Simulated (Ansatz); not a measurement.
Scan of Cl₂Si, singlet: symmetric bend, bond length relaxed. Scanned: Cl-Si-Cl angle. Other coordinates (Si-Cl bond length) were minimised at PBE0/def2-TZVP.

Calculation: CCSD(T) on RHF/aug-cc-pVQZ, frozen core run with Ansatz (an electronic-structure program).

Scanned values (°): 180, 167, 157, 147, 137, 127, 117, 107, 97, 87, 80.

Q: Describe the profile: where are the wells and the tops?

A: Lower than their neighbours: 97° (0.0 mEh). Higher than their neighbours: 180° (69.6 mEh, end of the scan), 80° (22.5 mEh, end of the scan). The whole profile spans 69.6 mEh.
